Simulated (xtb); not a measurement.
Cl$_{2}$Sb, charge +1, singlet, at a GFN2-xTB geometry; GFN2-xTB in xtb 6.7.1.

The xtb input:
```
$ xtb mol.xyz --gfn 2 --chrg 1 --hess --json

# file mol.xyz
3

Sb     0.37750143    -0.02033636     0.45805429
Cl     0.77066814     0.35397311    -1.77453146
Cl    -1.90317243    -0.29296404     0.40036859
```

The log (banner, timings and long lists left out):

```
   ID    Z sym.   atoms
    1   51 Sb     1
    2   17 Cl     2, 3

           -------------------------------------------------
          |                Calculation Setup                |
           -------------------------------------------------

           -------------------------------------------------
          |                 G F N 2 - x T B                 |
           -------------------------------------------------

          ...................................................
          :                      SETUP                      :
          :.................................................:
          :  # basis functions                  30          :
          :  # atomic orbitals                  27          :
          :  # shells                            9          :
          :  # electrons                        18          :
          :  max. iterations                   250          :
          :  Hamiltonian                  GFN2-xTB          :
          :  restarted?                      false          :
          :  GBSA solvation                  false          :
          :  PC potential                    false          :
          :  electronic temp.          300.0000000     K    :
          :  accuracy                    1.0000000          :
          :  -> integral cutoff          0.2500000E+02      :
          :  -> integral neglect         0.1000000E-07      :
          :  -> SCF convergence          0.1000000E-05 Eh   :
          :  -> wf. convergence          0.1000000E-03 e    :
          :  Broyden damping             0.4000000          :
          :  net charge                          1          :
          :  unpaired electrons                  0          :
          ...................................................

 iter      E             dE          RMSdq      gap      omega  full diag
   1    -10.5673150 -0.105673E+02  0.337E+01    0.79       0.0  T
   2    -10.5780136 -0.106985E-01  0.144E+01    4.55       1.0  T
   3    -10.8085437 -0.230530E+00  0.185E+01    1.19       1.0  T
   4    -10.9402111 -0.131667E+00  0.348E+00    1.85       1.0  T
   5    -10.9414998 -0.128864E-02  0.155E+00    2.42       1.0  T
   6    -10.9470256 -0.552585E-02  0.728E-01    2.07       1.0  T
   7    -10.9469850  0.405759E-04  0.776E-01    2.25       1.0  T
   8    -10.9474932 -0.508204E-03  0.599E-01    2.11       1.0  T
   9    -10.9473020  0.191216E-03  0.569E-01    2.09       1.0  T
  10    -10.9478092 -0.507187E-03  0.101E-01    2.15       1.0  T
  11    -10.9478255 -0.162752E-04  0.429E-02    2.16       1.3  T
  12    -10.9478281 -0.256761E-05  0.686E-03    2.16       8.4  T
  13    -10.9478281 -0.267864E-07  0.490E-03    2.16      11.8  T
  14    -10.9478281 -0.337175E-07  0.111E-03    2.16      52.1  T
  15    -10.9478281 -0.234066E-08  0.197E-04    2.16     292.9  T
  16    -10.9478281 -0.130118E-10  0.276E-05    2.16    2089.7  T

   *** convergence criteria satisfied after 16 iterations ***

         :::::::::::::::::::::::::::::::::::::::::::::::::::::
         ::                     SUMMARY                     ::
         :::::::::::::::::::::::::::::::::::::::::::::::::::::
         :: total energy             -10.944192628967 Eh    ::
         :: gradient norm              0.000009644587 Eh/a0 ::
         :: HOMO-LUMO gap              2.160932200908 eV    ::
         ::.................................................::
         :: SCC energy               -10.947828064274 Eh    ::
         :: -> isotropic ES            0.146539857554 Eh    ::
         :: -> anisotropic ES         -0.005289095458 Eh    ::
         :: -> anisotropic XC         -0.007791624184 Eh    ::
         :: -> dispersion             -0.002414596121 Eh    ::
         :: repulsion energy           0.003635435308 Eh    ::
         :: add. restraining           0.000000000000 Eh    ::
         :: total charge               1.000000000000 e     ::
         :::::::::::::::::::::::::::::::::::::::::::::::::::::

           -------------------------------------------------
          |                Numerical Hessian                |
           -------------------------------------------------
step length          :   0.00500
SCC accuracy         :   0.30000
Hessian scale factor :   1.00000
frozen atoms in %    :   0.00000    0
RMS gradient         :   0.00001
estimated CPU  time      0.00 min

writing file <hessian>.

 projected vibrational frequencies (cm⁻¹)
eigval :       -0.00    -0.00     0.00     0.00     0.00     0.00
eigval :      112.83   338.89   352.70
           -------------------------------------------------
          |                Property Printout                |
           -------------------------------------------------

    * Orbital Energies and Occupations

         #    Occupation            Energy/Eh            Energy/eV
      -------------------------------------------------------------
         1        2.0000           -1.2774631             -34.7615
         2        2.0000           -1.2642796             -34.4028
         3        2.0000           -1.1205083             -30.4906
         4        2.0000           -0.7172263             -19.5167
         5        2.0000           -0.6979758             -18.9929
         6        2.0000           -0.6824764             -18.5711
         7        2.0000           -0.6670385             -18.1510
         8        2.0000           -0.6612510             -17.9936
         9        2.0000           -0.6594754             -17.9452 (HOMO)
        10                         -0.5800624             -15.7843 (LUMO)
        11                         -0.4795023             -13.0479
        12                         -0.4547993             -12.3757
        13                         -0.2286579              -6.2221
        14                         -0.2149728              -5.8497
        15                         -0.2140487              -5.8246
[...]
      -------------------------------------------------------------
                  HL-Gap            0.0794131 Eh            2.1609 eV
             Fermi-level           -0.6197689 Eh          -16.8648 eV

     #   Z          covCN         q      C6AA      α(0)
     1  51 Sb       1.642     0.629   377.573    38.096
     2  17 Cl       0.821     0.185    93.722    14.810
     3  17 Cl       0.821     0.185    93.722    14.810

 Mol. C6AA /au·bohr⁶  :       1487.555178
 Mol. C8AA /au·bohr⁸  :     105348.313407
 Mol. α(0) /au        :         67.716118

Wiberg/Mayer (AO) data.
largest (>0.10) Wiberg bond orders for each atom

 ---------------------------------------------------------------------------
     #   Z sym  total        # sym  WBO       # sym  WBO       # sym  WBO
 ---------------------------------------------------------------------------
     1  51 Sb   3.312 --     2 Cl   1.656     3 Cl   1.656
     2  17 Cl   1.757 --     1 Sb   1.656     3 Cl   0.101
     3  17 Cl   1.757 --     1 Sb   1.656     2 Cl   0.101
 ---------------------------------------------------------------------------

Topologies differ in total number of bonds
Writing topology from bond orders to xtbtopo.mol

molecular dipole:
                 x           y           z       tot (Debye)
 q only:        0.052      -0.003       0.063
   full:        0.250      -0.013       0.303       0.998
molecular quadrupole (traceless):
                xx          xy          yy          xz          yz          zz
 q only:        1.710       0.799      -2.747      -1.533      -0.772       1.036
  q+dip:        2.718       1.171      -4.761      -1.434      -1.217       2.043
   full:        0.626       0.364      -0.721      -1.284      -0.290       0.094

           -------------------------------------------------
          |               Frequency Printout                |
           -------------------------------------------------
 projected vibrational frequencies (cm⁻¹)
eigval :       -0.00    -0.00     0.00     0.00     0.00     0.00
eigval :      112.83   338.89   352.70
 reduced masses (amu)
   1: 43.45   2: 93.47   3:103.60   4: 52.80   5: 62.46   6: 62.25   7: 49.66   8: 57.31
   9: 53.01
 IR intensities (km·mol⁻¹)
   1:  0.75   2:  4.44   3:  4.22   4:  0.18   5:  2.95   6:  2.91   7:  1.59   8: 10.76
   9:  4.32
 Raman intensities (Ä⁴*amu⁻¹)
   1:  0.00   2:  0.00   3:  0.00   4:  0.00   5:  0.00   6:  0.00   7:  0.00   8:  0.00
   9:  0.00
 output can be read by thermo (or use thermo option).
 writing <g98.out> molden fake output.
 recommended (thermochemical) frequency scaling factor: 1.0
Molecule has the following symmetry elements: (C2) 2*(sigma)
It seems to be the C2v point group
           -------------------------------------------------
          |             Thermodynamic Functions             |
           -------------------------------------------------

c2v symmetry found (for desy threshold:  0.10E+00) used in thermo

          ...................................................
          :                      SETUP                      :
          :.................................................:
          :  # frequencies                           3      :
          :  # imaginary freq.                       0      :
          :  linear?                             false      :
          :  only rotor calc.                    false      :
          :  symmetry                              c2v      :
          :  rotational number                       2      :
          :  scaling factor                  1.0000000      :
          :  rotor cutoff                   50.0000000 cm⁻¹ :
          :  imag. cutoff                  -20.0000000 cm⁻¹ :
          :.................................................:

    mode    ω/cm⁻¹     T·S(HO)/kcal·mol⁻¹    T·S(FR)/kcal·mol⁻¹   T·S(vib)
   ------------------------------------------------------------------------
       1    112.83    -0.95991 ( 96.29%)    -0.81523 (  3.71%)    -0.95454
   ------------------------------------------------------------------------

   temp. (K)  partition function   enthalpy   heat capacity  entropy
                                   cal/mol     cal/K/mol   cal/K/mol   J/K/mol
 298.15  VIB   3.62                  905.143      5.071      5.574
         ROT  0.998E+05              888.752      2.981     25.855
         INT  0.361E+06             1793.895      8.052     31.429
         TR   0.259E+28             1481.254      4.968     41.654
         TOT                        3275.1488    13.0199    73.0828   305.7785

       T/K    H(0)-H(T)+PV         H(T)/Eh          T*S/Eh         G(T)/Eh
   ------------------------------------------------------------------------
    298.15    0.521928E-02    0.705190E-02    0.347240E-01   -0.276721E-01
   ------------------------------------------------------------------------

         :::::::::::::::::::::::::::::::::::::::::::::::::::::
         ::                  THERMODYNAMIC                  ::
         :::::::::::::::::::::::::::::::::::::::::::::::::::::
         :: total free energy         -10.971864732601 Eh   ::
         ::.................................................::
         :: total energy              -10.944192628956 Eh   ::
         :: zero point energy           0.001832621841 Eh   ::
         :: G(RRHO) w/o ZPVE           -0.029504725486 Eh   ::
         :: G(RRHO) contrib.           -0.027672103645 Eh   ::
         :::::::::::::::::::::::::::::::::::::::::::::::::::::

           -------------------------------------------------
          | TOTAL ENERGY              -10.944192628956 Eh   |
          | TOTAL ENTHALPY            -10.937140725296 Eh   |
          | TOTAL FREE ENERGY         -10.971864732601 Eh   |
          | GRADIENT NORM               0.000009847275 Eh/α |
          | HOMO-LUMO GAP               2.160939712958 eV   |
           -------------------------------------------------

normal termination of xtb
```
